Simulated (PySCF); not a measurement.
C2H5BF2O, SMILES CCOB(F)F.

Coordinates come from a ωB97X-D3(BJ)/def2-SVP optimisation. Other conformers were not sampled.

Level of theory: TDA-CAM-B3LYP/def2-SVPD (PySCF).

Vertical excitations. 

Problem. Estimate the UV-visible absorptions. (The exact figures need the calculation; the answer reports its results.)

Solution. 
| state | energy (eV) | λ (nm) | f | main pairs |
|---|---|---|---|---|
| S1 | 8.67 | 143 | 0.010 | HOMO→LUMO 92 % |
| S2 | 8.95 | 139 | 0.003 | HOMO−1→LUMO 85 % |
| S3 | 9.57 | 130 | 0.057 | HOMO→LUMO+1 44 %, HOMO−1→LUMO+2 14 %, HOMO−1→LUMO+4 10 %, HOMO→LUMO+2 9 % |
| S4 | 9.59 | 129 | 0.033 | HOMO→LUMO+1 34 %, HOMO−1→LUMO+2 22 %, HOMO−1→LUMO+4 17 %, HOMO−1→LUMO+3 12 % |
| S5 | 9.76 | 127 | 0.016 | HOMO−1→LUMO+1 74 % |
| S6 | 9.83 | 126 | 0.027 | HOMO→LUMO+2 56 %, HOMO→LUMO+1 13 %, HOMO→LUMO+3 11 % |
| S7 | 10.02 | 124 | 0.037 | HOMO→LUMO+3 62 %, HOMO→LUMO+2 19 % |
| S8 | 10.16 | 122 | 0.100 | HOMO−1→LUMO+2 42 %, HOMO−1→LUMO+3 26 %, HOMO−1→LUMO+4 7 %, HOMO→LUMO+3 6 % |
| S9 | 10.29 | 120 | 0.121 | HOMO→LUMO+4 70 % |
| S10 | 10.42 | 119 | 0.094 | HOMO−2→LUMO 62 %, HOMO−2→LUMO+1 14 % |
| T1 | 8.39 | 148 | 0 | HOMO→LUMO 38 %, HOMO→LUMO+4 22 %, HOMO→LUMO+2 20 %, HOMO→LUMO+3 8 % |
| T2 | 8.55 | 145 | 0 | HOMO→LUMO 50 %, HOMO→LUMO+4 18 %, HOMO→LUMO+3 14 % |
| T3 | 8.74 | 142 | 0 | HOMO−1→LUMO 76 % |
| T4 | 9.27 | 134 | 0 | HOMO−1→LUMO+2 28 %, HOMO−1→LUMO+4 27 %, HOMO−1→LUMO+3 21 % |
Triplets are in the Tamm–Dancoff approximation.
